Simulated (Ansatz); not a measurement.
PBE exchange is replaced step by step with exact exchange (0 % is PBE, 25 % PBE0; no dispersion term), basis def2-TZVP, Ansatz. System: GeS2 (the lowest singlet isomer of a short search). Charge 0, multiplicity 1. Geometry: PBE0-D4/def2-TZVP, each spin state at its own.

Geometry of the singlet:

Cartesian coordinates in Å:
```
Ge 0.0000 -0.0001 0.0000
S -1.8243 0.0592 0.8051
S 1.8243 -0.0591 -0.8051
```

The structure comes from a short search, and lower isomers may exist.

| exact exchange (%) | HOMO (eV) | LUMO (eV) | gap (eV) | triplet − singlet (kJ/mol) | quintet − singlet (kJ/mol) |
| --- | --- | --- | --- | --- | --- |
| 0 | -6.80 | -3.16 | 3.65 | 133.3 | 487.0 |
| 5 | -7.02 | -2.98 | 4.04 | 134.9 | 485.6 |
| 10 | -7.24 | -2.81 | 4.44 | 136.4 | 483.3 |
| 15 | -7.47 | -2.63 | 4.83 | 137.7 | 481.1 |
| 25 | -7.92 | -2.28 | 5.64 | 139.9 | 476.6 |
| 35 | -8.37 | -1.92 | 6.45 | 141.3 | 472.2 |
| 50 | -9.06 | -1.38 | 7.68 | 142.3 | 465.8 |
